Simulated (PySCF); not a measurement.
# Atomic charges against the basis set

Compound: C3H11FSi2.
Structure used (PBE0-D3(BJ)/def2-SVP), in Å, numbered top down from 1:
```
atom  x, y, z in Å
C1     2.6071   -0.0615   -0.3019
C2     1.1611    0.4199   -0.2420
Si3   -0.0746   -0.8478    0.3934
C4    -1.7681   -0.0114    0.6457
F5    -1.5828    1.0222    1.5782
Si6   -2.5864    0.7167   -0.9068
H7     3.2843    0.7330   -0.6525
H8     2.7240   -0.9162   -0.9873
H9     2.9673   -0.3857    0.6874
H10    0.8234    0.7624   -1.2357
H11    1.0643    1.2955    0.4239
H12   -0.2478   -1.9916   -0.5587
H13    0.3768   -1.3857    1.7147
H14   -2.4696   -0.7474    1.0833
H15   -1.7053    1.7535   -1.5208
H16   -3.8947    1.3413   -0.5508
H17   -2.8085   -0.3882   -1.8897
```

PBE0 throughout (PySCF), one geometry, spherical d and f functions. Isolated species at its PBE0-D3(BJ)/def2-SVP geometry (one conformer only). Atoms taken as equivalent share a column and are averaged. The first 7 of 13 kinds of atom are listed.

Mulliken charges (e):

| basis | functions | C1 | C2 | Si3 | C4 | F5 | Si6 | H7/H8/H9 |
| --- | --- | --- | --- | --- | --- | --- | --- | --- |
| STO-3G | 49 | -0.233 | -0.302 | +0.599 | -0.279 | -0.128 | +0.516 | +0.075 |
| 6-31G | 84 | -0.484 | -0.650 | +0.732 | -0.431 | -0.331 | +0.539 | +0.173 |
| pcSseg-0 | 84 | -0.633 | -1.028 | +0.931 | -0.814 | -0.355 | +0.534 | +0.236 |
| 6-31G* | 114 | -0.529 | -0.559 | +0.493 | -0.211 | -0.339 | +0.330 | +0.182 |
| def2-SVP | 147 | -0.081 | -0.349 | +0.450 | -0.183 | -0.285 | +0.349 | +0.051 |
| cc-pVDZ | 147 | -0.090 | -0.251 | +0.304 | -0.063 | -0.251 | +0.213 | +0.051 |
| pcSseg-1 | 171 | -0.288 | -0.592 | +0.633 | -0.356 | -0.341 | +0.464 | +0.121 |
| 6-311+G(2d,p) | 244 | -0.644 | -0.367 | +0.591 | -0.370 | -0.237 | +0.348 | +0.153 |
| aug-cc-pVDZ | 245 | +0.398 | +0.483 | -0.353 | +0.596 | -0.506 | -0.727 | -0.159 |
| def2-TZVP | 264 | -0.370 | -0.332 | +0.183 | -0.027 | -0.232 | +0.109 | +0.128 |

IAO charges (e):

| basis | functions | C1 | C2 | Si3 | C4 | F5 | Si6 | H7/H8/H9 |
| --- | --- | --- | --- | --- | --- | --- | --- | --- |
| STO-3G | 49 | -0.390 | -0.501 | +0.726 | -0.451 | -0.150 | +0.611 | +0.130 |
| 6-31G | 84 | -0.421 | -0.515 | +0.617 | -0.339 | -0.301 | +0.436 | +0.145 |
| pcSseg-0 | 84 | -0.412 | -0.534 | +0.629 | -0.368 | -0.288 | +0.427 | +0.143 |
| 6-31G* | 114 | -0.402 | -0.527 | +0.728 | -0.351 | -0.312 | +0.562 | +0.138 |
| def2-SVP | 147 | -0.392 | -0.524 | +0.741 | -0.353 | -0.316 | +0.576 | +0.134 |
| cc-pVDZ | 147 | -0.402 | -0.524 | +0.723 | -0.346 | -0.316 | +0.555 | +0.138 |
| pcSseg-1 | 171 | -0.401 | -0.534 | +0.746 | -0.360 | -0.323 | +0.578 | +0.138 |
| 6-311+G(2d,p) | 244 | -0.416 | -0.542 | +0.758 | -0.363 | -0.333 | +0.590 | +0.142 |
| aug-cc-pVDZ | 245 | -0.413 | -0.532 | +0.727 | -0.345 | -0.332 | +0.558 | +0.141 |
| def2-TZVP | 264 | -0.415 | -0.546 | +0.768 | -0.365 | -0.332 | +0.599 | +0.142 |

Q: Which scheme is steadiest as the basis changes?

A: Largest range over the bases for any column: IAO 0.18 e, Mulliken 1.51 e. IAO charges move least and Mulliken charges most, counted in e. Without the minimal STO-3G basis the ranges are IAO 0.17, Mulliken 1.51 e.

Q: How much do the charges still move between the two largest bases, aug-cc-pVDZ and def2-TZVP?

A: At most, over all atoms: Mulliken 0.836 e, IAO 0.041 e.

Q: What do the same runs give for the total energy, the frontier levels and the dipole moment?

A: 
| basis | energy (Eh) | HOMO (eV) | LUMO (eV) | μ (D) |
| --- | --- | --- | --- | --- |
| STO-3G | -789.7501 | -4.17 | 7.16 | 0.79 |
| 6-31G | -799.1022 | -8.04 | 0.87 | 1.51 |
| pcSseg-0 | -798.0606 | -8.27 | 0.70 | 1.53 |
| 6-31G* | -799.2108 | -7.91 | 0.83 | 1.11 |
| def2-SVP | -798.9114 | -8.09 | 0.75 | 1.14 |
| cc-pVDZ | -799.2581 | -7.99 | 0.79 | 1.07 |
| pcSseg-1 | -799.2138 | -8.19 | 0.53 | 1.29 |
| 6-311+G(2d,p) | -799.3447 | -8.19 | 0.01 | 1.23 |
| aug-cc-pVDZ | -799.2788 | -8.16 | -0.13 | 1.19 |
| def2-TZVP | -799.3652 | -8.14 | 0.36 | 1.14 |

The dipole is fixed by the density alone, so its range of 0.74 D shows that the density itself changes with the basis, not only its division among atoms.
